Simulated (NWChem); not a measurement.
Molecule: WH3Cl3; SMILES [Cl][WH3]([Cl])[Cl]

def2 effective core potentials on W; no spin-orbit coupling.

Task: Give the equilibrium geometry at PBE-D3(BJ)/def2-SVP with def2 effective core potentials on W (NWChem) as an XYZ file, with the point group.

Result: point group C3v; any orientation.
```
7

W      0.0000     0.0000    -0.0186
Cl    -2.0983     0.7885    -0.4760
Cl     1.7320     1.4229    -0.4760
Cl     0.3663    -2.2114    -0.4760
H     -0.7557    -0.6204     1.3443
H     -0.1594     0.9647     1.3443
H      0.9151    -0.3443     1.3443
```
